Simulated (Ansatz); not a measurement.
Molecular dynamics of BF$_{2}$H$_{3}$O

The input (input.yaml):

```yaml
crystal:
  periodic: [false, false, false]
  atoms:
    - { symbol: B, position_ang: [0.011793, 0.17607, 0.133382] }
    - { symbol: O, position_ang: [0.017775, 0.029431, 1.672417] }
    - { symbol: H, position_ang: [-0.881408, -0.197941, 1.960853] }
    - { symbol: F, position_ang: [1.126417, -0.29158, -0.432066] }
    - { symbol: F, position_ang: [-1.181715, -0.158968, -0.392653] }
    - { symbol: H, position_ang: [0.092133, 1.549407, 0.203247] }
    - { symbol: H, position_ang: [0.026704, 1.17438, 1.180423] }
basis:
  gaussian: { orbitals: "6-31G*" }
hamiltonian:
  xc: pbe0
  dispersion: d4
md:
  timestep: 0.5
  n_steps: 200
  ensemble: nve
  temperature: 100.0
  initial_velocities: maxwell_boltzmann
  seed: 10528
```

Launched with:

```bash
$ ansatz run input.yaml --threads 1 --pin off --max-ram 2048MiB --backend cpu --events-out ev --progress --plain --runs-dir out
```

It starts at the highest image of a converged band. Of that band: Neighbouring images differ by up to 1.9 eV, so the band resolves the path poorly. A vibrational analysis at the climbing image gives one clearly imaginary mode, 1465i cm⁻¹: a first-order saddle point.

Output, in part (step lines, the closing report, with atoms numbered from 0):

```
md step     0: t =     0.00 fs  T =   100.0 K  F+E_penalty+E_count = -8199.26425315 eV  E_kin = 0.064630 eV  conserved = -8199.19962315 eV  (24 SCF iters)
md step     1: t =     0.50 fs  T =    99.1 K  F+E_penalty+E_count = -8199.26365735 eV  E_kin = 0.064042 eV  conserved = -8199.19961533 eV  (28 SCF iters)
md step     2: t =     1.00 fs  T =    96.7 K  F+E_penalty+E_count = -8199.26209585 eV  E_kin = 0.062497 eV  conserved = -8199.19959910 eV  (23 SCF iters)
md step     3: t =     1.50 fs  T =    93.2 K  F+E_penalty+E_count = -8199.25981647 eV  E_kin = 0.060239 eV  conserved = -8199.19957719 eV  (23 SCF iters)
md step     4: t =     2.00 fs  T =    89.1 K  F+E_penalty+E_count = -8199.25716096 eV  E_kin = 0.057609 eV  conserved = -8199.19955237 eV  (23 SCF iters)
md step     5: t =     2.50 fs  T =    85.1 K  F+E_penalty+E_count = -8199.25452143 eV  E_kin = 0.054994 eV  conserved = -8199.19952694 eV  (23 SCF iters)
md step     6: t =     3.00 fs  T =    81.7 K  F+E_penalty+E_count = -8199.25230312 eV  E_kin = 0.052801 eV  conserved = -8199.19950250 eV  (23 SCF iters)
md step     7: t =     3.50 fs  T =    79.6 K  F+E_penalty+E_count = -8199.25089860 eV  E_kin = 0.051419 eV  conserved = -8199.19947985 eV  (23 SCF iters)
[... lines left out ...]
Total energy: -8199.79774277 eV, -301.3370090242 hartree
Atom 0 at    -0.013050     0.095425    -1.163211 Å, force     0.631614    -0.563608    -0.447994 eV/Å
Atom 1 at    -0.151424    -0.128256     2.797316 Å, force    -1.501062    -0.082534     1.011235 eV/Å
Atom 2 at    -1.081386     0.208456     2.904405 Å, force     1.423971    -0.384353    -0.376436 eV/Å
Atom 3 at     1.121500    -0.178567    -0.622284 Å, force     2.002812    -0.098650     0.561374 eV/Å
Atom 4 at    -1.009536    -0.002569    -0.375398 Å, force    -2.391770     0.215566     1.224440 eV/Å
Atom 5 at    -0.088756     0.288496    -2.289442 Å, force    -0.256229     0.484302    -1.286055 eV/Å
Atom 6 at     0.207026     0.318770     2.040014 Å, force     0.090664     0.429277    -0.686563 eV/Å
Dipole moment:    -0.232256     0.345886    -0.417418 e Å
```

The steps, from the saved trajectory:

| time (fs) | T (K) | potential energy less start (eV) | conserved less start (meV/atom) |
| --- | --- | --- | --- |
| 0 | 100 | 0.000 | 0.00 |
| 3 | 82 | 0.012 | 0.02 |
| 6 | 106 | -0.004 | 0.03 |
| 9 | 298 | -0.127 | 0.06 |
| 12 | 716 | -0.399 | -0.09 |
| 15 | 1192 | -0.707 | -0.16 |
| 18 | 1443 | -0.868 | -0.03 |
| 21 | 1704 | -1.038 | -0.22 |
| 24 | 1636 | -0.994 | -0.13 |
| 27 | 1282 | -0.763 | 0.09 |
| 30 | 1313 | -0.785 | -0.21 |
| 33 | 1240 | -0.737 | -0.11 |
| 36 | 1188 | -0.703 | 0.02 |
| 39 | 1244 | -0.741 | -0.17 |
| 42 | 1179 | -0.699 | -0.19 |
| 45 | 1042 | -0.608 | 0.08 |
| 48 | 1278 | -0.762 | -0.13 |
| 51 | 1335 | -0.800 | -0.19 |
| 54 | 1120 | -0.659 | 0.00 |
| 57 | 1067 | -0.625 | -0.05 |
| 60 | 1130 | -0.667 | -0.15 |
| 63 | 1128 | -0.665 | 0.00 |
| 66 | 1227 | -0.729 | -0.07 |
| 69 | 1152 | -0.680 | -0.11 |
| 72 | 977 | -0.567 | 0.01 |
| 75 | 987 | -0.573 | 0.00 |
| 78 | 1104 | -0.650 | -0.13 |
| 81 | 1063 | -0.623 | -0.04 |
| 84 | 1016 | -0.592 | 0.00 |
| 87 | 1041 | -0.609 | -0.11 |
| 90 | 971 | -0.563 | -0.02 |
| 93 | 975 | -0.566 | -0.05 |
| 96 | 943 | -0.546 | -0.08 |
| 99 | 922 | -0.531 | -0.05 |

All steps were run. The conserved energy stayed within 0.23 meV per atom of its start (net change -0.047 meV per atom), so the integration is sound. The kinetic energy rose, since the run started high on the potential surface and went downhill. It ends in pieces (BF2H + H2O), so much of that is their flight and rotation, not heat. A run of 0.1 ps of so small a system gives no equilibrium averages. The orbitals stay closed-shell, which can raise the energy where a bond breaks towards radicals; this wasn't checked here.

Between its relaxed ends the band would form B1–H6, O2–H7 and break H6–H7. These pairs go: B1–H6 1.38 → 1.15 Å, O2–H7 1.25 → 0.95 Å, H6–H7 1.05 → 4.34 Å. In the last frame they stand as after the step (other bonds may differ from the relaxed reactants and products). Also parted: B1–O2 1.55 → 3.97 Å. It ends as BF2H + H2O. Pairs count as bonded within 1.25 times the sum of covalent radii (0.12 Å more for H–H).

Last frame:

```xyz
7
Properties=species:S:1:pos:R:3
B -0.013 0.095 -1.163
O -0.151 -0.128 2.797
H -1.081 0.208 2.904
F 1.121 -0.179 -0.622
F -1.010 -0.003 -0.375
H -0.089 0.288 -2.289
H 0.207 0.319 2.040
```

Run time: 5 min on 1 thread of Arm Neoverse V2, with other jobs on the host, peak memory 0.11 GiB.
